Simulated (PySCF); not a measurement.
UHF on Al⁺ (aluminium, charge +1)

Configuration: [Ne] 3s2, closed-shell 1S. Calculation: PySCF 2.14, in cc-pV(D+d)Z; no relativity, point nucleus.

```json
{
 "Total energy": "-241.668327 hartree",
 "One-electron energy": "-332.7960 hartree",
 "Hartree (Coulomb) energy": "109.0155 hartree",
 "Exchange energy": "-17.8879 hartree",
 "Kinetic energy": "241.58924 hartree",
 "⟨S²⟩": "0.0000",
 "⟨L²⟩": "0.000",
 "Sum of ⟨r⟩": "9.961 bohr",
 "Sum of ⟨r²⟩": "17.43 bohr²",
 "Density at the nucleus (Gaussians lack the cusp)": "1360 bohr⁻³",
 "Langevin diamagnetic susceptibility": "-13.8 ×10⁻⁶ cm³/mol",
 "Time after the integrals": "0.05 s of wall time on 1 thread of Intel(R) Xeon(R) Platinum 8375C CPU @ 2.90GHz (shared host)"
}
```

| shell | electrons | mean orbital energy (eV) | rms radius, mean of both spins (bohr) |
| --- | --- | --- | --- |
| 1s | 2 | -1600.5 | 0.139 |
| 2s | 2 | -142.05 | 0.677 |
| 2p | 6 | -95.952 | 0.674 |
| 3s | 2 | -17.755 | 2.62 |
